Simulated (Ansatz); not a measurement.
```yaml
crystal:
  periodic: [true, true, true]
  atoms:
    - {symbol: O, position_ang: [-1.492679, -1.073703, 1.742245]}
    - {symbol: Si, position_ang: [-0.408352, 0.033144, 1.274941]}
    - {symbol: F, position_ang: [-1.082512, 1.471553, 1.182658]}
    - {symbol: O, position_ang: [0.171587, -0.308089, -0.200846]}
    - {symbol: Si, position_ang: [0.907289, 0.142929, -1.574201]}
    - {symbol: F, position_ang: [2.305510, 0.818707, -1.221931]}
    - {symbol: H, position_ang: [-2.239327, -1.284748, 1.180220]}
    - {symbol: H, position_ang: [0.653041, 0.066862, 2.284292]}
    - {symbol: H, position_ang: [0.092639, 1.148435, -2.287459]}
    - {symbol: H, position_ang: [1.175903, -1.066288, -2.376819]}
basis:
  gaussian: {orbitals: cc-pVTZ}
hamiltonian: {xc: {name: HSE06}, dispersion: d3bjatm}
```

```sh
$ ansatz run in.yaml --threads 4 --pin off --events-out ev --progress --plain --max-ram 10444MiB
```

Shortened log:

```
Error: YAML parse error: error: line 2 column 3: crystal: missing field `lattice` (a structure is typed as `lattice` and `atoms`, a molecule's as `atoms` in Å alone, or read from a run's directory, `checkpoint`)
 --> <input>:2:3
1 | crystal:
2 |   periodic: [true, true, true]
3 |   atoms:
4 |     - {symbol: O, position_ang: [-1.492679, -1.073703, 1.742245]}
```

In this input the molecule is marked periodic without a cell. The input was rejected before any iteration.
